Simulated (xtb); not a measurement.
MoO₃, SMILES [O]=[Mo](=[O])=[O], multiplicity 1. All values are semi-empirical tight-binding results from xtb (GFN2-xTB unless named), good for trends rather than for accurate numbers. Geometry optimised at GFN2-xTB. The multiplicity is an assumed one; other spin states were not compared. The isomer is the one that the SMILES or the coordinates give; other isomers of the formula were not compared.

For metal compounds this method's bond lengths and energies can be far off.

Computed properties:
The point group as xtb finds it is C3v and the orbital gap comes out as 0.30 eV. The zero-point energy is 4.7 kcal/mol and the G − E(el) at 298.15 K (modified RRHO) comes out as -12.5 kcal/mol.
